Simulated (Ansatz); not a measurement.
`[F][Sn]([F])([F])[SeH]` + H₂ → H₂Se + `[F][SnH]([F])[F]` at 400 K and 1 bar (hydrogenolysis of the Se–Sn bond).

Isolated molecules relaxed with PBE0-D4/def2-TZVP in Ansatz; ΔE leaves out vibrations. CCSD(T)/CBS is the MP2 limit (def2-TZVPP, def2-QZVPP) plus CCSD(T) − MP2 in def2-TZVPP, frozen cores. This one scheme is used for every species. def2 core potentials past Kr. For Se, Sn outer-core shells are correlated without core-valence functions, which leaves a few kJ/mol of doubt a bond. Scalar relativity is left out up to krypton. One conformer a species, not always the lowest.

```csv
species,CCSD(T)/CBS energy (Eh),H − E (kJ/mol),S (J/(mol·K))
`[F][Sn]([F])([F])[SeH]`,-2914.83827,70.8,426.2
H₂,-1.17544,38.0,139.0
H₂Se,-2401.89790,49.4,229.5
`[F][SnH]([F])[F]`,-514.09299,58.6,336.5
```

H − E and S are ideal-gas, rigid-rotor, harmonic terms from PBE0-D4/def2-TZVP, for one conformer and one mirror image of each species. The MP2-based limit puts H₂ 0.8 mEh under its directly extrapolated value; such offsets cancel only in part. 1 Eh = 2625.50 kJ/mol, R = 8.31446 J/(mol·K).

Problem. By hand: ΔE, ΔH, ΔS and ΔG.

Solution. ΔE = (-2401.89790) + (-514.09299) − (-2914.83827) − (-1.17544) = 0.02282 Eh = 59.9 kJ/mol. Δ(H − E) = 49.4 + 58.6 − 70.8 − 38.0 = -0.8, so ΔH = 59.1 kJ/mol. ΔS = 229.5 + 336.5 − 426.2 − 139.0 = 0.8 J/(mol·K). ΔG = 59.1 − 400 × (0.8)/1000 = 58.8 kJ/mol.

Problem. By hand: the equilibrium constant, and the temperature at which ΔG would vanish if ΔH and ΔS stayed fixed.

Solution. log₁₀ K = −ΔG/(RT ln 10) = -7.7. ΔG = 0 at ΔH/ΔS = 73875 K, far beyond where these terms or the molecules hold.

The number of gas molecules stays the same, so ΔS is small and ΔH decides. A doubt of 5 kJ/mol in ΔE shifts log₁₀ K by 0.7 here. Other conformers and mirror images would add mixing entropy, several J/(mol·K) or more a flexible species. Modes under 60 cm⁻¹, often nearly free rotors, make the harmonic entropy too high. These are equilibria of isolated gas molecules and say nothing of rates. Largest T1 diagnostic: 0.015 (customary marks: 0.02 for closed shells, 0.045 for open ones).
